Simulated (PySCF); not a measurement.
Palladium: highly charged ions in a basis for the neutral atom

Pd⁷⁺ [Kr] 4d3, Pd⁸⁺ [Kr] 4d2. Computed with PySCF 2.14 in cc-pVDZ-PP with ECP28MDF, with scalar relativity through the core potential. No spin-orbit coupling, so a gap to NIST mixes the basis error with missing relativistic terms.

Changed run: basis of the neutral atom used for a highly charged ion. This setting is unsound on purpose.

```tsv
species	method	sound run (hartree)	changed run (hartree)	converged
Pd⁷⁺	UHF	not run	-113.83759	yes
Pd⁷⁺	BP86	not run	-114.33236	yes
Pd⁷⁺	MN15	not run	-113.99442	yes
Pd⁸⁺	UHF	not run	-109.40144	yes
Pd⁸⁺	BP86	not run	-109.87046	yes
Pd⁸⁺	MN15	not run	-109.54932	yes
```

Ionisation energy of Pd⁷⁺:

| method | changed run (eV) | NIST (eV) |
| --- | --- | --- |
| UHF | 120.71 | 120 ± 2.1 |
| BP86 | 121.41 | 120 ± 2.1 |
| MN15 | 120.96 | 120 ± 2.1 |

The contracted functions were made for the neutral atom and can be too rigid for a highly charged ion.
